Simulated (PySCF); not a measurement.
Ligands exchanged one at a time, Ga H-Cl. Isolated molecules, 0 K electronic values unless said otherwise. Strings in code marks are SMILES.

All values below come from PBE-D3(BJ)/def2-TZVP // B3LYP-D3(BJ)/def2-TZVP (PySCF). All candidates: neutral, multiplicity 1. Excitations are Tamm–Dancoff values on a coarser integration grid. The basis has no diffuse functions, so Rydberg states are missing or too high.

| Item | Value |
|---|---|
| S1 excitation (TDA) | 4.56 eV |
| T1 excitation (TDA) | 4.35 eV |
| HOMO–LUMO gap | 4.48 eV |

Task: Say which member has these values.
A) `[Cl][GaH2]`
B) `[Cl][GaH][Cl]`
C) `[Cl][Ga]([Cl])[Cl]`

Result: A, `[Cl][GaH2]`. The others give `[Cl][Ga]([Cl])[Cl]`: 5.14 eV, 4.82 eV, 4.98 eV; `[Cl][GaH][Cl]`: 5.23 eV, 5.12 eV, 5.19 eV
